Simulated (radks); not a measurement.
Neutral copper inside a hard spherical wall (all orbitals vanish at R), configuration held at [Ar] 3d10 4s1 and not refilled when levels cross. All-electron calculation, scalar-relativistic Kohn-Sham, PBE, spin-unpolarised, spherical densities, finite nucleus; Fermi nuclear charge, rms radius 3.8823 fm. Program: a radial shooting solver on a logarithmic mesh with Libxc functionals. Eigenvalues in eV, with the zero of energy where the potential of the charges vanishes at infinity; a dash marks a level that is unbound or too diffuse for the functional's potential to be trusted. A positive occupied level is held by the wall or, in an anion where self-interaction has pushed it up, behind a barrier. The pressure on the wall is -dE/dV.

R (bohr),E (hartree),kinetic (hartree),e(3s),e(3p),e(3d),e(4s),"e(4p, empty)","e(5s, empty)",pressure (GPa)
free,-1654.84183,1679.443,-114.70,-72.144,-5.039,-4.610,-,-,0
15,-1654.84183,1679.443,-114.70,-72.144,-5.039,-4.610,-0.682,0.362,< 0.0001
7,-1654.83589,1679.482,-114.38,-71.818,-4.722,-4.275,0.436,6.372,0.316
4,-1654.63976,1680.294,-110.33,-67.813,-0.903,1.076,8.883,37.710,38.9
3.5,-1654.44225,1681.011,-107.67,-65.201,1.625,5.232,14.472,56.084,108
3,-1654.00155,1682.523,-103.08,-60.720,6.093,13.381,24.807,87.948,342
2,-1649.65367,1696.853,-78.260,-36.132,33.028,75.560,95.643,277.24,6630
